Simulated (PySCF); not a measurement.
# Worked example: oscillator strength and radiative lifetime

oxetane-3-carbaldehyde (C4H6O2), SMILES O=CC1COC1.

Coordinates come from a ωB97X-D3(BJ)/def2-SVP optimisation. Other conformers were not sampled.

TDDFT-B3LYP/def2-SVPD run with PySCF 2.14.0 puts the first singlet state with f over 0.02 at 7.34 eV (vertical), with the transition dipole (-0.312, 0.395, 0.000) in atomic units.

Task: Find the oscillator strength, the wavelength and the radiative lifetime that this transition would have in vacuum if emission retraced absorption.

Result: 
|μ|² = 0.2534 au, so |μ| = 1.28 D. ΔE = 7.34/27.211 = 0.2697 hartree. f = (2/3) ΔE |μ|² = 0.046 (the program prints 0.046).
λ = 1239.84/7.34 = 169 nm; ν = 59201 cm⁻¹.
Einstein's coefficient A = 0.6670 ν² f s⁻¹ (ν in cm⁻¹) = 1.1e8 s⁻¹, so τ = 1/A = 9.4 ns. This state is S8; the lower singlets have f = 0.000, 0.000, 0.006, 0.003, 0.012, 0.010, 0.004. The figure is the radiative limit of this one transition; relaxation, internal conversion, crossing to triplets and a medium change what is measured.
